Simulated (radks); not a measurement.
Question: These are the eigenvalues of the occupied orbitals of an atom or ion with whole-number occupations (hartree). Method: scalar-relativistic Kohn-Sham, PBE, spin-polarised, spherical densities, finite nucleus; Fermi nuclear charge, rms radius of each element as measured or else 0.836 A^(1/3) + 0.57 fm; computed with a radial shooting solver on a logarithmic mesh with Libxc functionals.

1s: -350.0607
2s: -42.56757
2p: -36.89740
3s: -4.74915
3p: -3.06499
3d: -0.37266
4s: -0.21972

Which element is it, and in what charge state? The configuration may be excited. Open shells, if any, are filled with parallel spins first.

Answer: Z = 30, zinc, charge 0: Zn in [Ar] 3d10 4s2. The list shows which subshells hold electrons but not how many an open one holds; the 1s level, -350.06 hartree, gives Z - s = 26.5 by -(Z - s)^2/2, which with screening and relativity narrows Z to a few neighbours, and the depths of the outer levels then fix element, charge and occupations together.
